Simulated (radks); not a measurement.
Results of a calculation; reference values are marked as such.
Task: The table gives one normalised radial function P(r) = r R(r) (large component) of Os11+ in [Kr] 4d10 4f14 5s2 5p3 (r in bohr). Code: a radial shooting solver on a logarithmic mesh with Libxc functionals. Model: Dirac Kohn-Sham, BLYP, spin-unpolarised, spherical densities, finite nucleus; open shells fill j = l - 1/2 first; Fermi nuclear charge, rms radius 5.4126 fm.

r            P
0.0009966   0.0000
0.001142    0.0000
0.001308    0.0000
0.001499    0.0000
0.001703    0.0001
0.001952    0.0001
0.002236    0.0001
0.002562    0.0002
0.002935    0.0003
0.003362    0.0004
0.003852    0.0006
0.004413    0.0009
0.005056    0.0014
0.005793    0.0020
0.006637    0.0029
0.007604    0.0043
0.008642    0.0060
0.009901    0.0088
0.01134     0.0126
0.013       0.0181
0.01489     0.0258
0.01706     0.0365
0.01954     0.0513
0.02239     0.0715
0.02565     0.0987
0.02939     0.1346
0.03367     0.1813
0.03858     0.2406
0.0442      0.3140
0.05023     0.3964
0.05755     0.4967
0.06593     0.6066
0.07554     0.7185
0.08654     0.8209
0.09915     0.8975
0.1136      0.9284
0.1301      0.8924
0.1491      0.7704
0.1708      0.5514
0.1957      0.2376
0.2242     -0.1507
0.2569     -0.5749
0.292      -0.9598
0.3345     -1.2994
0.3832     -1.5196
0.4391     -1.5931
0.503      -1.5216
0.5763     -1.3337
0.6603     -1.0753
0.7564     -0.7962
0.8667     -0.5388
0.9929     -0.3307
1.138      -0.1820
1.303      -0.0886
1.481      -0.0396
1.697      -0.0145
1.944      -0.0044
2.228      -0.0011
2.552      -0.0002
2.924      0.0000
3.35       0.0000

Which n and l does it have? It may be an empty orbital.

Result: n = 4, l = 2: the number of nodes gives n - l - 1 = 1, the rise at small r points to l (this Dirac orbital starts outside the nucleus as r^gamma with gamma = sqrt((l + 1)^2 - (Z/c)^2) = 2.95; the j = 5/2 orbital of l + 1 starts with the same power, but with a smaller coefficient, and then steepens), and the extent must fit the shell. The curve is that of 4d5/2; the two j differ most near the nucleus, where j = l - 1/2 has the larger amplitude, and in heavy atoms j = l - 1/2 is also the more compact. 4d5/2: eigenvalue -454.61 eV, 1 radial node at r = 0.213 bohr, <r> = 0.492 bohr, 90 % of the charge inside 0.735 bohr.
